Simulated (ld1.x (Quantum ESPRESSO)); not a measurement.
# Cutoff test, indium (In), TM

In, norm-conserving Troullier–Martins (Kleinman–Bylander form), made with ld1.x (Quantum ESPRESSO) 7.5 (PBE, scalar-relativistic). Core [Kr], reference 4d10 5s2 5p1. Waves: 5p (bound): rc 2.65 bohr; 4d (bound): rc 1.30 bohr; 5s (bound): rc 1.55 bohr. Local part: the s channel. Core correction: a·sin(br)/r model core inside 1.35 bohr.

The pseudo-atom Hamiltonian at the reference potential is diagonalised in spherical Bessel functions j_l(qr) that vanish at 20 bohr, with q² up to the cutoff. All-electron valence levels (Ry): 5p -0.1851, 4d -1.3688, 5s -0.6035.

Problem. How do the lowest levels (Ry) of each channel move with the cutoff, and are there ghosts?

Solution.

| cutoff (Ry) | p #1 | p #2 | d #1 | d #2 | s #1 | s #2 | f #1 | f #2 | Σ f·Δε (mRy) |
| --- | --- | --- | --- | --- | --- | --- | --- | --- | --- |
| 8 | -0.1824 | 0.0243 | 0.0352 | 0.1052 | -0.5236 | -0.0197 | 0.0989 | 0.2199 | 14202.8 |
| 15 | -0.1849 | 0.0239 | 0.0293 | 0.0917 | -0.5321 | -0.0204 | 0.0989 | 0.2199 | 14123.8 |
| 30 | -0.1851 | 0.0238 | -0.5486 | 0.0451 | -0.5957 | -0.0265 | 0.0989 | 0.2199 | 8217.9 |
| 45 | -0.1851 | 0.0238 | -1.1889 | 0.0433 | -0.6009 | -0.0274 | 0.0989 | 0.2199 | 1804.3 |
| 60 | -0.1851 | 0.0238 | -1.3397 | 0.0431 | -0.6018 | -0.0274 | 0.0989 | 0.2199 | 294.9 |
| 90 | -0.1851 | 0.0238 | -1.3684 | 0.0431 | -0.6027 | -0.0275 | 0.0989 | 0.2199 | 5.8 |
| 140 | -0.1851 | 0.0238 | -1.3687 | 0.0431 | -0.6033 | -0.0275 | 0.0989 | 0.2199 | 1.2 |
| 200 | -0.1851 | 0.0238 | -1.3688 | 0.0431 | -0.6034 | -0.0275 | 0.0989 | 0.2199 | 0.1 |
| 400 | -0.1851 | 0.0238 | -1.3688 | 0.0431 | -0.6035 | -0.0275 | 0.0989 | 0.2199 | 0.0 |

Result: no extra level below or beside the all-electron valence levels (p, d, s, f tested); 10 mRy is reached at 90 Ry and 1 mRy at 160 Ry.
